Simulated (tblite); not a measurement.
C6H6ClOP.
Geometry (GFN2-xTB, Å), atoms numbered from 1 in this order:
```xyz
15
C6H6ClOP angstrom
Cl     1.016    3.039    0.426
C      1.478    1.400    0.201
P      3.158    0.830    0.123
C      2.498   -0.728   -0.101
O      1.162   -0.815   -0.114
C      0.579    0.378    0.056
C     -0.886    0.453    0.064
C     -1.686   -0.682    0.652
C     -1.681   -0.471   -0.824
H      3.014   -1.661   -0.237
H     -1.253    1.460    0.208
H     -2.574   -0.432    1.211
H     -1.137   -1.524    1.045
H     -2.565   -0.072   -1.296
H     -1.128   -1.167   -1.435
```

Method: GFN2-xTB as coded in tblite; computed harmonic values from a numerical Hessian at the method's own geometry, unscaled. This tight-binding method is rough: wavenumbers can miss measured ones by several per cent, in bad cases by 10 to 20. One conformer, not necessarily the lowest.

Harmonic wavenumbers (cm⁻¹): 45.7, 117.7, 130.9, 208.3, 214.1, 365.0, 367.8, 414.5, 439.9, 611.7, 616.6, 681.3, 700.7, 801.7, 861.7, 870.1, 939.0, 950.6, 1011.3, 1018.8, 1039.6, 1070.8, 1071.0, 1084.9, 1152.9, 1153.7, 1240.7, 1271.0, 1303.0, 1357.5, 1426.5, 1473.0, 1523.7, 3076.7, 3095.0, 3096.6, 3103.2, 3121.6, 3122.7.

A = 1702, B = 1011, C = 667.1 MHz; mass 159.984 u (most abundant isotopes); point group Cs, symmetry number 1.

Q: What is the zero-point energy?

A: ½Σν̃ = 23076 cm⁻¹ = 65.98 kcal/mol.

Q: What is S at 298.15 K and 1 bar for an ideal gas of classical rigid rotors and harmonic oscillators?

A: Translation 41.14, rotation 30.02, vibration 22.02: S = 93.2 cal/(mol K).

Q: And Cp and H(298.15 K) − H(0)?

A: Cp = 32.96 cal/(mol K), of which vibrations give 25.01 (their classical limit is 39 R = 77.5); H(298.15 K) − H(0) = 5.93 kcal/mol without the zero-point energy, 3.56 from vibrations.

Q: Which modes carry the vibrational entropy at 298.15 K?

A: 45.7 cm⁻¹: 5.00; 117.7 cm⁻¹: 3.14; 130.9 cm⁻¹: 2.93; 208.3 cm⁻¹: 2.06; 214.1 cm⁻¹: 2.01; 365.0 cm⁻¹: 1.10 cal/(mol K); the other 33 give 5.79 together.

Q: How do the functions run with temperature in this model?

A: 
```csv
T (K),S (cal/(mol K)),Cp (cal/(mol K)),H − H(0) (kcal/mol),G − H(0) (kcal/mol),ln q(vib)
50,59.1,11.5,0.47,-2.49,0.38
100,68.5,15.8,1.16,-5.69,1.21
373.15,101.3,39.6,8.66,-29.14,6.60
500,114.2,48.9,14.30,-42.83,9.22
750,136.5,60.7,28.13,-74.26,14.33
1000,155.0,67.7,44.24,-110.77,19.09
```

q(vib) and H(0) count from the zero-point level.

Q: Blend soft modes into free rotors: weight 1/[1 + (100 cm⁻¹/ν̃)⁴] for the oscillator and the rest for a rotor with moment μB/(μ + B), μ = h/(8π²ν), B = 10⁻⁴⁴ kg m². What vibrational entropy results?

A: 20.49 cal/(mol K) in place of 22.02, which changes −T·S at 298.15 K by +0.46 kcal/mol.

Hindered rotation and anharmonicity are outside this model. Other conformers, if any are populated, would add a mixing term that is left out.
